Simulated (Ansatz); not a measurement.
```xyz
3

H     0.0000    0.0000   -1.0500
C     0.0000    0.0000    0.0000
C     0.0000    0.0000    1.8300
```

Basis set: 6-31G (spherical functions). Charge 0, multiplicity 2.

Computed with Ansatz (development build ahead of 0.2.0); each method stands on the lowest determinant of its kind that the runs found.

(1) Give the atomization energy at this shape (free ground-state atoms in the same class of orbitals less the molecule, no zero-point energy) of doublet C₂H by PBE (unrestricted), PBE0 (unrestricted), UHF.

Results:

(1)

| method | atomization energy |
| --- | --- |
| PBE (unrestricted) | 179.51 kcal/mol |
| PBE0 (unrestricted) | 160.57 kcal/mol |
| UHF | 95.22 kcal/mol |

Caution: the shape is not the minimum. Caution for PBE (unrestricted), PBE0 (unrestricted): the unrestricted determinant is spin contaminated. Caution for UHF: the unrestricted determinant is a mixture of spin states.

This basis has no polarisation functions and is too small for such energies, which can lie far from measured ones in either direction.
